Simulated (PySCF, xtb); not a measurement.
C₂H₆OSi₂, SMILES C#C[SiH2][SiH2]O.

GFN2-xTB (xtb 6.7.1) at its own geometry gives an orbital gap of 4.06 eV and a dipole moment of 0.99 D.

Coordinates come from a ωB97X-D3(BJ)/def2-SVP optimisation. This is a generated structure with no PubChem entry under its InChIKey; it may be hypothetical. The values are those of a single conformer.

**Question.** What does PBE/def2-TZVP (PySCF) give? (An estimate is asked for; the answer gives what the named calculation found.)

**Answer.** gap 5.03 eV (levels -6.60 and -1.57 eV), dipole 1.18 D.
